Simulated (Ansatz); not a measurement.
`[F][Sn][SH]` + HCl → `[F][Sn][Cl]` + H₂S at 700 K and 1 bar (ligand exchange at the Sn–S bond).

Computed with Ansatz on PBE0-D4/def2-TZVP structures; ΔE is electronic, products minus reactants. CBS: MP2 limit from def2 TZ/QZ plus the TZ coupled-cluster correction, frozen cores. This one scheme is used for every species. Elements past krypton have def2 core potentials. For Sn outer-core shells are correlated without core-valence functions, which leaves a few kJ/mol of doubt a bond. One conformer a species, not always the lowest.

```tsv
species	CCSD(T)/CBS energy (Eh)	H − E (kJ/mol)	S (J/(mol·K))
`[F][Sn][SH]`	-712.27458	70.5	366.4
HCl	-460.38127	38.4	211.8
`[F][Sn][Cl]`	-773.69640	41.8	346.7
H₂S	-398.97279	64.8	236.9
```

H − E and S are ideal-gas, rigid-rotor, harmonic terms from PBE0-D4/def2-TZVP, for one conformer and one mirror image of each species. 1 Eh = 2625.50 kJ/mol, R = 8.31446 J/(mol·K).

Task: By hand: ΔE, ΔH, ΔS and ΔG.

Result: ΔE = (-773.69640) + (-398.97279) − (-712.27458) − (-460.38127) = -0.01334 Eh = -35.0 kJ/mol. Δ(H − E) = 41.8 + 64.8 − 70.5 − 38.4 = -2.3, so ΔH = -37.3 kJ/mol. ΔS = 346.7 + 236.9 − 366.4 − 211.8 = 5.4 J/(mol·K). ΔG = -37.3 − 700 × (5.4)/1000 = -41.1 kJ/mol.

Task: By hand: the equilibrium constant, and the temperature at which ΔG would vanish if ΔH and ΔS stayed fixed.

Result: log₁₀ K = −ΔG/(RT ln 10) = 3.1. ΔH and −TΔS have one sign here, so there is no such temperature.

The number of gas molecules stays the same, so ΔS is small and ΔH decides. A doubt of 5 kJ/mol in ΔE shifts log₁₀ K by 0.4 here. Other conformers and mirror images would add mixing entropy, several J/(mol·K) or more a flexible species. These are equilibria of isolated gas molecules and say nothing of rates. Largest T1 diagnostic: 0.016 (customary marks: 0.02 for closed shells, 0.045 for open ones).

ΔS is within the doubt of such terms, so its sign, and with it that verdict, could turn.
